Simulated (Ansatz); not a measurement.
Ansatz results at the PBE0-D4/def2-TZVP geometry: HOMO–LUMO gap (PBE/def2-TZVPP) 6.32 eV; LUMO energy (PBE0/def2-TZVPP) 0.76 eV; HOMO energy (ωB97M-V/def2-TZVPP) -10.57 eV.

Each molecule was computed in one conformer, which needn't be the lowest.

Task: Which molecule gave them?
A. `F[SiH]1CS1`
B. `F[SiH](F)O[SiH2]S`
C. `N[SiH2][O][SnH3]`
D. `OCOCO`

Result: D. The others give `F[SiH]1CS1`: 5.09, -0.07, -9.54; `N[SiH2][O][SnH3]`: 5.04, -0.35, -9.99; `F[SiH](F)O[SiH2]S`: 5.88, 0.05, -10.18.
